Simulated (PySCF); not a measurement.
C₆ coefficients of unlike pairs at PBE0

Calculated with PySCF 2.14 from the dipole response of each species, C₆(A,B) = (3/π) ∫ α_A(iu) α_B(iu) du, in atomic units, from isotropic polarisabilities. For ions this is the dispersion term alone; charge-induced terms of lower order in 1/R come first.

```
species            configuration                                                                 basis      relativity  α (bohr³)  C₆ (like pair)
   Bi³⁺  [Xe] 4f14 5d10 6s2 (1S)                                         aug-cc-pVQZ-DK3 (10s9p7d4f2g)   spin-free X2C      9.936           58.28
     Zn       [Ar] 3d10 4s2 (1S)                                         aug-cc-pVQZ-DK (9s8p6d4f3g2h)   spin-free X2C      40.65           299.3
     Ru        [Kr] 4d7 5s1 (5F)  def2-QZVPPD with the def2 core potential (28 electrons) (7s5p4d4f2g)  core potential      61.60           574.4
   Ne³⁺        [He] 2s2 2p3 (4S)                                                def2-TZVPPD (6s4p3d1f)            none     0.6846          0.5985
```

Q: Estimate C₆ for Zn with Bi³⁺.

A: The integral gives 115.3. The combination rule 2 C_A C_B / (C_A α_B/α_A + C_B α_A/α_B) gives 112.0 and the geometric mean 132.1.

No spin-orbit coupling is included.

The other pairs:

| pair | C₆ |
| --- | --- |
| Ru, Bi³⁺ | 159.6 |
| Ne³⁺, Bi³⁺ | 5.590 |
| Ne³⁺, Zn | 9.551 |
| Ru, Zn | 413.4 |
| Ne³⁺, Ru | 13.32 |
